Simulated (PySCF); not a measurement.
F₄H₂Si₂. Atoms are numbered in the order given.

```xyz
8

Si     0.6037    -1.4920     0.0000
F     -0.7619    -2.3795     0.0000
Si    -0.0167     0.7432     0.0000
F     -0.8821     1.1392     1.2969
F     -0.8821     1.1392    -1.2969
F      1.3042     1.6656     0.0000
H      1.3889    -1.7984     1.2225
H      1.3889    -1.7984    -1.2225
```
Charge 0, spin multiplicity 1.

Coordinates come from a ωB97X-D3(BJ)/def2-SVP optimisation. One conformer was computed; it need not be the lowest.

The numbers are results of PySCF with SMD-M06-2X/def2-SVP, not measurements.

Solvation free energies are E(SMD) − E(gas) at the gas-phase geometry, for 1 M in both phases. In vacuum the dipole moment is 2.07 D.

```json
[
 {"solvent": "water", "ΔG(solv) (kcal/mol)": "0.0", "its non-electrostatic (CDS) part": "4.3", "dipole (D)": "2.51"},
 {"solvent": "dimethylsulfoxide", "ΔG(solv) (kcal/mol)": "-2.2", "its non-electrostatic (CDS) part": "2.1", "dipole (D)": "2.50"},
 {"solvent": "ethylethanoate", "ΔG(solv) (kcal/mol)": "[?]", "its non-electrostatic (CDS) part": "[?]", "dipole (D)": "[?]"}
]
```

Problem. Fill in the missing entries. (The exact figures need the calculation; the answer reports its results.)

Solution. 
- ethylethanoate, ΔG(solv) (kcal/mol): -2.7
- ethylethanoate, its non-electrostatic (CDS) part: 0.7
- ethylethanoate, dipole (D): 2.41
